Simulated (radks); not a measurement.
Results of a calculation; reference values are marked as such.
Question: These are the eigenvalues of the occupied orbitals of an atom or ion with whole-number occupations (eV). Level of theory: non-relativistic Kohn-Sham, r2SCAN, spin-polarised, spherical densities, point nucleus; meta-GGA in the generalised Kohn-Sham scheme (a radial shooting solver on a logarithmic mesh with Libxc functionals).

1s: -10129.04
2s: -1251.755
2p: -1108.012
3s: -156.2691
3p: -109.0221
3d: -28.6187
4s: -16.3122

Which element is it, and in what charge state? The configuration may be excited. Open shells, if any, are filled with parallel spins first.

Answer: Z = 31, gallium, charge +1: Ga+ in [Ar] 3d10 4s2. The list shows which subshells hold electrons but not how many an open one holds; the 1s level, -372.24 hartree, gives Z - s = 27.3 by -(Z - s)^2/2, which with screening narrows Z to a few neighbours, and the depths of the outer levels then fix element, charge and occupations together.
